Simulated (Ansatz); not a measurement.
C5H8AlP⁺, that is Al(phosphinine)H3 with one electron fewer. Total charge 1; doublet. Geometry PBE-D4/def2-SVP; atoms count from 1.

```xyz
15

Al   -2.609   -1.338   -0.905
P    -0.605   -0.317    0.003
C    -0.251    1.367   -0.235
C     1.065    1.839   -0.183
C     2.187    1.012    0.017
C     2.120   -0.387    0.178
C     0.928   -1.118    0.153
H    -1.089    2.066   -0.385
H     1.229    2.922   -0.306
H     3.180    1.486    0.040
H     3.061   -0.942    0.319
H     0.947   -2.213    0.273
H    -3.116   -2.420    0.829
H    -3.757   -0.233   -0.949
H    -3.290   -1.722    1.152
```

In the doublet geometry the species has come apart into loosely held pieces. In the charge 1 doublet, H13 and H15 lie 0.79 Å apart (atoms count from 1), so H2 has formed as a molecule.

Estimate the Mulliken populations from the PBE0/def2-TZVP orbitals of Ansatz.


| atom | charge (e) | spin (α − β) |
| --- | --- | --- |
| Al1 | 0.28 | 0.79 |
| P2 | 0.09 | 0.02 |
| C3 | -0.11 | 0.05 |
| C4 | -0.13 | -0.02 |
| C5 | -0.04 | 0.04 |
| C6 | -0.14 | -0.02 |
| C7 | -0.09 | 0.03 |
| H8 | 0.19 | 0.00 |
| H9 | 0.18 | 0.00 |
| H10 | 0.18 | 0.00 |
| H11 | 0.18 | 0.00 |
| H12 | 0.19 | 0.00 |
| H13 | 0.09 | -0.02 |
| H14 | 0.00 | 0.09 |
| H15 | 0.12 | 0.04 |
Mulliken values depend strongly on the basis.

Where does the spin sit?

Summed by element: Al 0.79, P 0.02, C 0.08, H 0.11, of 1 unpaired in all. Largest on single atoms: Al1 0.79, H14 0.09, C3 0.05.

And the Mayer bond orders between heavy atoms (over 0.3)?

Al1–P2 0.80 (2.43 Å); P2–C3 1.31 (1.74 Å); P2–C7 1.29 (1.74 Å); C3–C4 1.50 (1.40 Å); C4–C5 1.44 (1.41 Å); C5–C6 1.43 (1.41 Å); C6–C7 1.51 (1.40 Å).
